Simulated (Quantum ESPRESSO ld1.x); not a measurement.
All-electron atom: Zn21+ in [He] 2s2 2p5.

Method: scalar-relativistic Kohn-Sham, PBEsol, spin-unpolarised, spherical densities, point nucleus; computed with ld1.x of Quantum ESPRESSO 7.5.

Energy parts (eV):
part                    energy
total                 -40793.2
kinetic                41554.4
electron-nucleus      -87646.6
Hartree                 6453.5
exchange-correlation   -1154.5

Orbitals (lengths in bohr, moments of r in powers of bohr; r(90%) holds 90 % of the orbital's charge):
| orbital | occ. | eigenvalue (eV) | <1/r> | <r^4> | r(90%) |
|---|---|---|---|---|---|
| 1s | 2 | -10506.5 | 30.24 | 0.00002964 | 0.0898 |
| 2s | 2 | -2052.06 | 6.795 | 0.005411 | 0.338 |
| 2p | 5 | -1914.86 | 6.660 | 0.003822 | 0.310 |

The highest occupied level is 2p at -1914.9 eV. The density falls to 0.001 e/bohr^3 at r = 0.75 bohr. Summed over all electrons, <r^2> = 0.3413 bohr^2, which gives a Langevin (diamagnetic) susceptibility term of -0.27 x 10^-6 cm^3/mol.

Run on one thread of a shared host, so times are rough (Intel(R) Xeon(R) Processor @ 2.60GHz): 0.53 s of CPU time, 0.55 s wall, 23 iterations on 2001 mesh points.
